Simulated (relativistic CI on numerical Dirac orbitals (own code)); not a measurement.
# Radial parameters of Ga17+

Calculated at this level of theory: Dirac-Coulomb-Breit CI, orbitals from a KLI potential per configuration, a model potential for QED, unscaled Slater integrals (own radial code, finite nucleus).

Slater integrals F^k, G^k are unscaled and averaged over j, outside the closed core [Ne]; ζ comes from projecting the Hamiltonian with its Breit term on Σ l·s of the shell.

- 3s2 3p2: F^2(3p,3p) = 183670, ζ(3p) = 30406 cm⁻¹; <r>(3p) = 0.5439, <r^2>(3p) = 0.3405 (bohr units).
- 3s 3p3: F^2(3p,3p) = 183530, G^1(3s,3p) = 235280, ζ(3p) = 30372 cm⁻¹; <r>(3s) = 0.5533, <r^2>(3s) = 0.3478, <r>(3p) = 0.5443, <r^2>(3p) = 0.3411 (bohr units).
- 3s2 3p 3d: ζ(3p) = 30354, F^2(3p,3d) = 183280, G^1(3p,3d) = 202390, G^3(3p,3d) = 133560, ζ(3d) = 2939.8 cm⁻¹; <r>(3p) = 0.5448, <r^2>(3p) = 0.3418, <r>(3d) = 0.4968, <r^2>(3d) = 0.2864 (bohr units).

Averages of the first 10 configurations, taken without configuration mixing, which lowers the lowest level and can move excited configurations by several eV; other configurations of the list can lie among them:

```json
{"Configuration": "3s2 3p2", "Parity": "even", "States": "15", "Average energy above the lowest level (eV)": "12.2"}
{"Configuration": "3s 3p3", "Parity": "odd", "States": "40", "Average energy above the lowest level (eV)": "64.2"}
{"Configuration": "3s2 3p 3d", "Parity": "odd", "States": "60", "Average energy above the lowest level (eV)": "86.8"}
{"Configuration": "3p4", "Parity": "even", "States": "15", "Average energy above the lowest level (eV)": "124.3"}
{"Configuration": "3s 3p2 3d", "Parity": "even", "States": "300", "Average energy above the lowest level (eV)": "135.4"}
{"Configuration": "3p3 3d", "Parity": "odd", "States": "200", "Average energy above the lowest level (eV)": "191.9"}
{"Configuration": "3s 3p 3d2", "Parity": "odd", "States": "540", "Average energy above the lowest level (eV)": "209.3"}
{"Configuration": "3s2 3d 4p", "Parity": "odd", "States": "60", "Average energy above the lowest level (eV)": "394.2"}
{"Configuration": "3s2 3p 4s", "Parity": "odd", "States": "12", "Average energy above the lowest level (eV)": "298.9"}
{"Configuration": "3p3 4s", "Parity": "odd", "States": "40", "Average energy above the lowest level (eV)": "405.5"}
```
